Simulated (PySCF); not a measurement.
BF3H3P.
Numbering: `[BH3-:1][P+:2]([F:3])([F:4])[F:5]` (hydrogens: H6, H7, H8 on B1)

The calculation used PySCF, TDDFT PBE0/def2-SVPD, vertical, gas phase, core orbitals frozen in the response. Isolated species at its PBE0-D3(BJ)/def2-SVP geometry, gas phase.

| state | λ (nm) | E (eV) | f | main configurations (H = HOMO, L = LUMO) |
| --- | --- | --- | --- | --- |
| S1 | 155.2 | 7.99 | 0.0000 | H→L/L+1 (52%), H-1→L/L+1 (47%) |
| S2 | 152.2 | 8.15 | 0.0028 | H-1→L/L+1 (≥47%), H→L/L+1 (≥30%) |
| S3 | 152.1 | 8.15 | 0.0032 | H→L/L+1 (≥45%), H-1→L/L+1 (≥31%) |
| S4 | 141.2 | 8.78 | 0.030 | H→L+2 (94%) |
| S5 | 141.0 | 8.79 | 0.026 | H-1→L+2 (92%) |

The lowest singlet comes at 155 nm (771 kJ/mol) in the vacuum ultraviolet; it is dark (f under 0.0005); its leading configuration is HOMO→LUMO/LUMO+1 (52%). The strongest level in the table is S4 at 8.78 eV (141 nm, f = 0.030). S2/S3 lie within about 0.01 eV of each other; the point group C3v has degenerate representations, and within a degenerate level the listed configurations can mix freely. Löwdin shares by element: HOMO (one of a set within 0.03 eV) boron 43%, hydrogen 39% or more, phosphorus 8%; LUMO (one of a set within 0.03 eV) phosphorus 40%, fluorine 23% or more, boron 14% (atoms not listed hold the other 23%). Orbital energies (eV): HOMO-3 -13.52, HOMO-2 -10.25, HOMO-1 -9.89, HOMO -9.87, LUMO -0.26, LUMO+1 -0.25, LUMO+2 0.10. The oscillator strengths of these states sum to 0.062; summed over the whole spectrum of an exact calculation they would give the number of electrons, 50 (Thomas–Reiche–Kuhn). The listed states span 0.81 eV, and the widest gap between neighbours is 0.63 eV (S3 to S4). Orbitals of the list HOMO-3 to LUMO+2 that lie within 0.01 eV of each other are written together with a slash and their weights summed (≥ marks a lower bound); for degenerate orbitals outside that list single weights are arbitrary. The window holds the lowest 6 singlets. The highest level found (8.82 eV, f 0.093 so far) is left out, since the window may have cut off a degenerate partner.

The run took 9.6 s of wall time on one thread, Arm Neoverse V1 (aarch64), shared host with 32 logical CPUs at a one-minute load of 10, and the process peaked at 0.60 GiB of memory.
